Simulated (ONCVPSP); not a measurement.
PBEsol ONCV dataset for Cs, scalar-relativistic all-electron reference.

ONCVPSP 4.0.1 input, shortened (lines: element, Z, core and valence counts, functional; n l f; lmax; l rc ep ncon nbas qcut; lloc lpopt rc5 dvloc0; l nproj debl; icmod fcfact rcfact), PBEsol, scalar-relativistic:

```
  Cs 55.00    9    3  -116133      upf
    1    0    2.00
    2    0    2.00
    2    1    6.00
    3    0    2.00
    3    1    6.00
    3    2   10.00
    4    0    2.00
    4    1    6.00
    4    2   10.00
    5    0    2.00
    5    1    6.00
    6    0    1.00
    2
    0    3.20    0.00    3    8    3.20
    1    2.00    0.00    4    8    3.30
    2    2.70    0.47    5    8    3.00
    4    5    1.75    6.00
    0    2    0.80
    1    1    3.30
    2    3    1.50
    3    4.00    1.35
```

In the d channel the program set the typed energies aside and used 0.050, 1.550, 3.050 Ha.

* Cutoffs needed: 28 Ha and 50 Ha (the cutoffs (Ha) at which the residual kinetic energy of the hardest occupied pseudo-wave falls to 1 and 0.1 mHa per electron)
* Ghost test: no bound ghost flagged; GHOST(+) flagged for d at 553.7 eV
* Largest excitation error: +3.7 meV (all-electron minus pseudo) for 5s2 5p5 6s1, out of 4 test configurations
* rms error of d²Exc/dni dnj: 4.89 mHa without and 1.06 mHa with the model core
